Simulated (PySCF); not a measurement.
## C3H9BrGe: core ionisation energies

C3H9BrGe.
Numbering: `[CH3:1][Ge:2]([CH3:3])([CH3:4])[Br:5]`

Computed with PySCF 2.14.0, delta-SCF UKS SCAN, pcX-2 on the ionised atom, pcseg-1 elsewhere, spin-free X2C. Vertical ΔSCF values, vacuum level as zero.

What binding energy does each computed site have?

```json
{"atom(s)": "C1/C3/C4", "environment": "sp3 carbon bound to germanium", "level": "C 1s", "binding energy (eV)": "290.28", "count": "3"}
```

Which photon wavelength matches the C 1s of C1/C3/C4 threshold?

λ = hc/E = 12398.42 eV Å / 290.28 eV = 42.712 Å.

Give the binding energy of C 1s of C1/C3/C4 in hartree and in kJ/mol.

290.28 eV = 10.6676 Eh = 28008 kJ/mol.

One atom of each set of topologically equivalent atoms was ionised and stands for the set; in this conformer not all members are related by symmetry, and their own values weren't computed. No level of bromine or germanium is listed. Isolated species at its PBE0-D3(BJ)/def2-SVP geometry, gas phase.
